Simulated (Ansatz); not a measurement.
Compare A (`BCCBC`) with its isomer B (`BCBCC`).

Isolated molecules relaxed with PBE0-D4/def2-TZVP in Ansatz; ΔE leaves out vibrations. CBS: MP2 limit from def2 TZ/QZ plus the TZ coupled-cluster correction, frozen cores. Functionals use def2-TZVPP. B3LYP here is the variant with VWN-RPA as its local correlation; programs differ in this. Each species was taken in one conformer, which may not be the lowest.

(1) Which isomer does CCSD(T)/CBS put lower? Give the gap. (Estimate.)

(2) Give E(B) − E(A) in kcal/mol with CCSD/def2-TZVPP, B3LYP-D4, CCSD(T)/def2-TZVPP, MP2/def2-TZVPP, PBE-D4, B2PLYP, B3LYP. (An estimate is asked.)

Largest T1 diagnostic: 0.011.

## Answers

(1) Computed: B, by 4.9 kcal/mol.

(2) Computed: CCSD/def2-TZVPP -5.2, B3LYP-D4 -5.1, CCSD(T)/def2-TZVPP -5.1, MP2/def2-TZVPP -5.0, PBE-D4 -5.1, B2PLYP -5.3, B3LYP -5.5. None reverses the order clearly.
